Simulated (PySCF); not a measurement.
Species: C5H8F3OP.
Cartesian coordinates in Å at the GFN2-xTB level; atoms count from 1:
```xyz
18
C5H8F3OP angstrom
F      2.866   -1.611   -0.768
C      2.383   -0.440   -0.329
F      2.397   -0.502    1.013
F      3.264    0.509   -0.676
P      0.687   -0.087   -1.095
C     -0.278   -1.337   -0.115
C     -1.738   -0.869   -0.081
O     -1.914    0.332    0.627
C     -1.298    1.441    0.020
C      0.231    1.342    0.002
H     -0.215   -2.314   -0.600
H      0.107   -1.411    0.906
H     -2.355   -1.604    0.442
H     -2.115   -0.760   -1.111
H     -1.611    2.303    0.614
H     -1.673    1.565   -1.009
H      0.656    2.265   -0.398
H      0.600    1.183    1.020
```

NICS = −σ at a ghost point: NICS(0) at the centroid of the ring atoms, NICS(1) 1 Å to either side along the normal of their mean plane, zz for the tensor component along that normal. Level: GIAO PBE0/pcSseg-1 (PySCF, non-relativistic, gas phase) on the GFN2-xTB geometry, one conformer.

Ring bond lengths (Å), with Mayer bond orders in brackets: P5–C6 1.858 (0.94), C6–C7 1.533 (1.02), C7–O8 1.405 (0.94), O8–C9 1.406 (0.94), C9–C10 1.533 (1.02), C10–P5 1.858 (0.94).

**Question.** What do the NICS probes read (ppm)?

**Answer.** 
```csv
ring,type,NICS(0),"NICS(1), two faces","NICS(1)zz, two faces",rms pucker (Å),"centre to ring atoms, mean (Å)"
P5–C6–C7–O8–C9–C10,6-membered ring with O and P; formal bonds all single,-3.2,-2.7 / -2.1,1.7 / 4.5,0.29,1.52
```

**Question.** What do they say, and how far can they be read as aromaticity?

**Answer.** 
- P5–C6–C7–O8–C9–C10: mean NICS(1)zz 3.1 ppm, deshielded. C6, C7, C9, C10 have four or more neighbours, and the NICS criterion for π rings isn't applied.

**Question.** What are the shieldings of the ring atoms and their hydrogens in the same run (means over atoms taken as equivalent)?

**Answer.** 
```tsv
atoms	environment	σ isotropic (ppm)	principal values of the symmetric part, first atom (ppm)
P5	phosphine phosphorus	368.9	275.5, 381.7, 449.6
C6 (×2)	sp3 carbon bound to phosphorus	162.2	152.8, 161.7, 172.1
C7 (×2)	sp3 carbon bound to oxygen	118.0	91.0, 99.2, 163.8
O8	cyclic ether oxygen	285.5	235.1, 293.7, 327.6
H11 (×4)	methylene hydrogen	29.74	25.5, 28.0, 36.8
H13 (×4)	methylene hydrogen	27.70	21.9, 26.6, 33.3
```

On Arm Neoverse V1, one thread (shared host), this took 40 s and 0.89 GiB of memory at its peak. This is the whole shielding run at PBE0/pcSseg-1, SCF included.
